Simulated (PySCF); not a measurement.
Identify the unknown among the candidates.

All candidates are C9H14O.

| technique | computed result |
| --- | --- |
| Rotational structure | rotational constants A, B, C: 2.955, 0.961, 0.924 GHz [PBE0-D3(BJ)/def2-SVP] |
| UV, first state | lowest singlet excitation: 6.58 eV (188 nm, f = 0.162) [TDDFT CAM-B3LYP/def2-SVPD] |
| 13C NMR | chemical shifts (computed TMS as zero) by class: 152.6 (1 C), 144.4 (1 C), 61.7 (1 C), 52.6 (1 C), 48.2 (1 C), 41.5 (1 C), 32.7 (1 C), 30.2 (1 C), 20.0 (1 C) ppm [GIAO HF/pcSseg-1] |
| NMR, other nuclei | isotropic shieldings of nuclei other than C and H, by class: 322 (1 O) ppm [GIAO HF/pcSseg-1] |
| Polarisability | 103.1 au [CAM-B3LYP/def2-SVPD] |
| Dipole | 1.67 D [CAM-B3LYP/def2-SVPD] |
| Valence photoelectron | vertical ionisation energy: 8.97 eV [ΔSCF CAM-B3LYP/def2-SVPD] |
| 1H NMR | chemical shifts (computed TMS as zero) by class: 6.22 (1 H), 6.13 (1 H), 3.53 (1 H), 3.33 (1 H), 1.38 (1 H), 1.31 (1 H), 1.27 (3 H), 1.26 (1 H), 0.89 (1 H), 0.60 (1 H), 0.54 (1 H), 0.43 (1 H) ppm [GIAO HF/pcSseg-1] |

Gas-phase values; electronic properties from PySCF, density fitting. Levels stand in brackets. The structure is a single PBE0-D3(BJ)/def2-SVP conformer in the gas phase; no vibrational or solvent corrections. NMR classes are plain means over equivalent atoms (diastereotopic ones count apart unless rotation or inversion swaps them), as if these changed places fast.

Question: Which candidate is it?
A. `CC1=CC(=O)CC(C)(C)C1`
B. `C=C1C[C@@H](C)[C@@H](C(C)=O)C1`
C. `CC1(C)[C@@H]2CCC(=O)[C@H]1C2`
D. `CCO/C=C\[C@@H]1CC12CC2`
E. `C[C@@]12C=C[C@@](CO)(CC1)C2`

Answer: E. It is `C[C@@]12C=C[C@@](CO)(CC1)C2`. Numbering: `[CH3:1][C@@:2]12[CH:3]=[CH:4][C@@:5]([CH2:6][OH:7])([CH2:8][CH2:9]1)[CH2:10]2`. Its formula, C9H14O, gives 3 degrees of unsaturation: 2 rings and 1 π bond in the structure found. 9 carbons fall into 9 classes; from least to most shielded: alkene CH carbon [C3] (152.6 ppm), alkene CH carbon [C4] (144.4 ppm), carbinol carbon (C–OH) [C6] (61.7 ppm), ring CH2 carbon [C10] (52.6 ppm), sp3 carbon at a ring junction [C5] (48.2 ppm), sp3 carbon at a ring junction [C2] (41.5 ppm), ring CH2 carbon [C9] (32.7 ppm), ring CH2 carbon [C8] (30.2 ppm), methyl carbon [C1] (20.0 ppm). Hydrogen classes from least to most shielded: 1 H on an alkene CH carbon, C3 (6.22 ppm), 1 H on an alkene CH carbon, C4 (6.13 ppm), 1 H on a carbinol carbon (C–OH), C6 (3.53 ppm), 1 H on a carbinol carbon (C–OH), C6 (3.33 ppm), 1 H on a ring CH2 carbon, C8 (1.38 ppm), 1 H on a ring CH2 carbon, C8 (1.31 ppm), 3 H on a methyl carbon, C1 (1.27 ppm), 1 H on a ring CH2 carbon, C9 (1.26 ppm), 1 H on a ring CH2 carbon, C9 (0.89 ppm), 1 H on a ring CH2 carbon, C10 (0.60 ppm), 1 H on a ring CH2 carbon, C10 (0.54 ppm), 1 H on an alcohol oxygen, O7 (0.43 ppm). The other shieldings belong to: 322 ppm, alcohol oxygen [O7]. The first electron is taken from the HOMO, whose largest Löwdin shares are 0.32 on an alkene CH carbon, 0.31 on an alkene CH carbon, 0.05 on an sp3 carbon at a ring junction and 0.05 on a ring CH2 carbon. By its constants the optimised geometry is an asymmetric top.

The others, at the same levels:
- `C=C1C[C@@H](C)[C@@H](C(C)=O)C1` fails: its computed lowest singlet excitation is 4.46 eV (278 nm, f = 0.000) (against 6.58 eV), static isotropic polarisability is 106.5 au (against 103.1 au) and rotational constant A is 2.406 GHz (against 2.955 GHz).
- `CC1=CC(=O)CC(C)(C)C1` fails: its computed lowest singlet excitation is 3.92 eV (316 nm, f = 0.000) (against 6.58 eV), static isotropic polarisability is 108.4 au (against 103.1 au) and rotational constant A is 1.514 GHz (against 2.955 GHz).
- `CC1(C)[C@@H]2CCC(=O)[C@H]1C2` fails: its computed lowest singlet excitation is 4.44 eV (279 nm, f = 0.000) (against 6.58 eV), static isotropic polarisability is 101.0 au (against 103.1 au) and rotational constant A is 1.936 GHz (against 2.955 GHz).
- `CCO/C=C\[C@@H]1CC12CC2` fails: its computed lowest singlet excitation is 5.89 eV (210 nm, f = 0.023) (against 6.58 eV), vertical ionisation energy is 7.93 eV (against 8.97 eV) and static isotropic polarisability is 112.7 au (against 103.1 au).

Each candidate is one conformer, not necessarily the lowest. Dipoles, sizes and rotational constants follow the conformer. The torsions of the flexible species, by atom-mapped SMILES:
- `[CH3:1][CH2:2][O:3]/[CH:4]=[CH:5]\[C@@H:6]1[CH2:7][C:8]12[CH2:9][CH2:10]2`: C1–C2–O3–C4 169°, C2–O3–C4–C5 8°, C4–C5–C6–C7 -136°

The conformers of `C[C@@]12C=C[C@@](CO)(CC1)C2`, `C=C1C[C@@H](C)[C@@H](C(C)=O)C1`, `CC1=CC(=O)CC(C)(C)C1` and `CC1(C)[C@@H]2CCC(=O)[C@H]1C2` aren't listed.
